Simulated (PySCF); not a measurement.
A structure optimised at PBE-D3(BJ)/def2-SVPD, used in a PySCF frequency run:

```
Pb
I 1 2.9874
I 1 2.9874 2 102.18
I 1 2.9874 2 102.18 3 -105.51
```
Charge -1, spin multiplicity 1.

Question: Write its SMILES, formula and point group.

Answer: [I][Pb-]([I])[I], I3Pb, C3v

Question: What are its rotational constants (standard atomic weights)?

Answer: 0.31541, 0.31541, 0.18423 GHz
